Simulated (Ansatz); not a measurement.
Kohn–Sham single points on C2H7BS2 (`CCB(S)S`).

```yaml
crystal:
  periodic: [false, false, false]
  atoms:
    - {symbol: C, position_ang: [0.353206, 1.722546, 0.139165]}
    - {symbol: C, position_ang: [0.841297, 0.284631, 0.273287]}
    - {symbol: B, position_ang: [-0.199886, -0.849325, -0.048521]}
    - {symbol: S, position_ang: [0.153937, -2.485736, 0.615008]}
    - {symbol: S, position_ang: [-1.626520, -0.436895, -1.064145]}
    - {symbol: H, position_ang: [-0.468105, 1.929579, 0.829092]}
    - {symbol: H, position_ang: [1.153163, 2.435186, 0.351581]}
    - {symbol: H, position_ang: [-0.009519, 1.930129, -0.870923]}
    - {symbol: H, position_ang: [1.260398, 0.118123, 1.272148]}
    - {symbol: H, position_ang: [1.684943, 0.118016, -0.411866]}
    - {symbol: H, position_ang: [-0.870671, -3.170667, 0.082628]}
    - {symbol: H, position_ang: [-2.195243, -1.650886, -1.133353]}
basis:
  gaussian: {orbitals: def2-TZVPP}
hamiltonian: {xc: r2scan, dispersion: d4}
output: {forces: true, orbitals: {seedname: orbitals}}
```

```sh
$ ansatz run in.yaml --threads 4 --pin off --events-out ev --progress --plain --max-ram 10444MiB
```

Output, abridged:

```
Functional definition: r2SCAN
1510 factors; their error is unknown
mean field evaluation 1: about -24524.1961 eV, gradient 6.8e1 eV
mean field evaluation 2: about -24502.8343 eV, gradient 1.1e2 eV
mean field evaluation 4: about -24535.5333 eV, gradient 9.2e0 eV
mean field evaluation 8: about -24535.7477 eV, gradient 2.3e-1 eV
mean field evaluation 16: about -24535.7181 eV, gradient 7.4e-4 eV
mean field -24535.71812013 eV, -901.6710100078 hartree, gradient 3.4e-5 eV, S^2 0.000000; 0 other end points of the search recorded, 0 dependent functions left out
reference -24535.71813242 eV, -901.6710104593 hartree; 28, 28 occupied and 247, 247 virtual orbitals, 1510 factors
Total energy: -24535.79216619 eV, -901.6737311503 hartree
Atom 0 at     0.353206     1.722546     0.139165 Å, force    -0.036259     0.160569    -0.016009 eV/Å
Atom 1 at     0.841297     0.284631     0.273287 Å, force     0.039070    -0.110550     0.015972 eV/Å
Atom 2 at    -0.199886    -0.849325    -0.048521 Å, force     0.030577     0.023802     0.015903 eV/Å
Atom 3 at     0.153937    -2.485736     0.615008 Å, force     0.035992    -0.087479     0.047890 eV/Å
Atom 4 at    -1.626520    -0.436895    -1.064145 Å, force    -0.081375     0.053008    -0.063305 eV/Å
Atom 5 at    -0.468105     1.929579     0.829092 Å, force     0.011081    -0.004875    -0.014509 eV/Å
Atom 6 at     1.153163     2.435186     0.351581 Å, force    -0.014953    -0.005137    -0.002507 eV/Å
Atom 7 at    -0.009519     1.930129    -0.870923 Å, force     0.004956    -0.006771     0.019779 eV/Å
Atom 8 at     1.260398     0.118123     1.272148 Å, force     0.014046     0.000322    -0.005830 eV/Å
Atom 9 at     1.684943     0.118016    -0.411866 Å, force     0.011242     0.003236     0.008632 eV/Å
Atom 10 at    -0.870671    -3.170667     0.082628 Å, force    -0.008802    -0.011692    -0.005839 eV/Å
Atom 11 at    -2.195243    -1.650886    -1.133353 Å, force    -0.005576    -0.014433    -0.000176 eV/Å
Dipole moment:    -0.066184    -0.078232    -0.043861 e Å
```

Run time 6 s (4 threads of an Arm Neoverse V1 on a shared host); peak host memory 0.43 GiB.

The same input with `hamiltonian: {xc: {name: CAM-B3LYP}, dispersion: d4}` and no forces (abridged; 4.7 s):

```
Functional definition: CAM-B3LYP
mean field evaluation 16: about -24537.7125 eV, gradient 4.6e-5 eV
mean field -24537.71254124 eV, -901.7443036317 hartree, gradient 4.6e-5 eV, S^2 0.000000
Total energy: -24537.97146809 eV, -901.7538190177 hartree
```

The same input with `hamiltonian: {xc: {name: r2SCAN0}, dispersion: d4}` and no forces (abridged; 7.5 s):

```
Functional definition: r2SCAN0
mean field evaluation 16: about -24535.3147 eV, gradient 7.5e-5 eV
mean field -24535.31474722 eV, -901.6561863268 hartree, gradient 2.0e-5 eV, S^2 0.000000
Total energy: -24535.40217314 eV, -901.6593991701 hartree
```

With the line `hamiltonian: {xc: {name: B97M-V}}` and no forces (abridged; 12 s):

```
Functional definition: B97M-V
mean field evaluation 16: about -24534.0060 eV, gradient 2.6e-3 eV
mean field -24534.00600596 eV, -901.6080909727 hartree, gradient 3.8e-5 eV, S^2 0.000000
Total energy: -24534.00606772 eV, -901.6080932422 hartree
```

With the line `hamiltonian: {xc: pbe0, dispersion: d4}` and no forces (abridged; 4.3 s):

```
Functional definition: PBE0
mean field evaluation 16: about -24527.7936 eV, gradient 5.4e-5 eV
mean field -24527.79357985 eV, -901.3797885238 hartree, gradient 5.4e-5 eV, S^2 0.000000
Total energy: -24528.04756929 eV, -901.3891224635 hartree
```

Changing it to `hamiltonian: {xc: {name: LC-wPBE}}` and no forces (abridged; 3.2 s):

```
Functional definition: LC-wPBE
mean field evaluation 16: about -24530.9038 eV, gradient 2.4e-5 eV
mean field -24530.90377681 eV, -901.4940861541 hartree, gradient 2.4e-5 eV, S^2 0.000000
Total energy: -24530.90377682 eV, -901.4940861543 hartree
```
